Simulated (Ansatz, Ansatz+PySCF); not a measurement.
```xyz
2

Li    0.0000    0.0000   -0.7989
H     0.0000    0.0000    2.3968
```

Basis set: cc-pVDZ (spherical functions). All electrons are correlated. Charge 0, multiplicity 1.

Computed with Ansatz (development build ahead of 0.2.0); each method stands on the lowest determinant of its kind that the runs found. Restricted open shells among the atoms or ions are ROHF, correlated in semicanonical orbitals with singles. Restricted functionals stand beside restricted open-shell atoms, which can lie above the unrestricted atoms usual in DFT and then raise those values.

Problem. Give the atomization energy at this shape (free ground-state atoms in the same class of orbitals less the molecule, no zero-point energy) of singlet LiH by r²SCAN (unrestricted), ωB97X (restricted), r²SCAN (restricted), PBE0 (unrestricted), PBE (unrestricted), PBE (restricted), PBE0 (restricted), RHF-CCSD(T), UHF-MP2, UHF, RHF-MP2, RHF.

Solution.

```json
{"method": "r²SCAN (unrestricted)", "atomization energy": "14.34 kcal/mol"}
{"method": "ωB97X (restricted)", "atomization energy": "8.21 kcal/mol"}
{"method": "r²SCAN (restricted)", "atomization energy": "9.78 kcal/mol"}
{"method": "PBE0 (unrestricted)", "atomization energy": "9.18 kcal/mol"}
{"method": "PBE (unrestricted)", "atomization energy": "12.05 kcal/mol"}
{"method": "PBE (restricted)", "atomization energy": "10.27 kcal/mol"}
{"method": "PBE0 (restricted)", "atomization energy": "5.52 kcal/mol"}
{"method": "RHF-CCSD(T)", "atomization energy": "11.13 kcal/mol"}
{"method": "UHF-MP2", "atomization energy": "3.50 kcal/mol"}
{"method": "UHF", "atomization energy": "2.24 kcal/mol"}
{"method": "RHF-MP2", "atomization energy": "-1.56 kcal/mol"}
{"method": "RHF", "atomization energy": "-17.73 kcal/mol"}
```

Caution for r²SCAN (unrestricted), ωB97X (restricted), r²SCAN (restricted), PBE0 (unrestricted), PBE (unrestricted), PBE (restricted), PBE0 (restricted): charge can spread falsely over distant fragments. Caution for PBE0 (unrestricted): the unrestricted determinant is spin contaminated. Caution for RHF-CCSD(T), RHF-MP2, RHF: an unrestricted determinant lies well below. Caution for RHF-CCSD(T), RHF-MP2: bonds are stretched, where a single reference can fail. Caution for UHF-MP2: a plain start can end on a higher determinant; large amplitudes, a single reference is doubtful. Caution for UHF-MP2, UHF: the unrestricted determinant is a mixture of spin states.
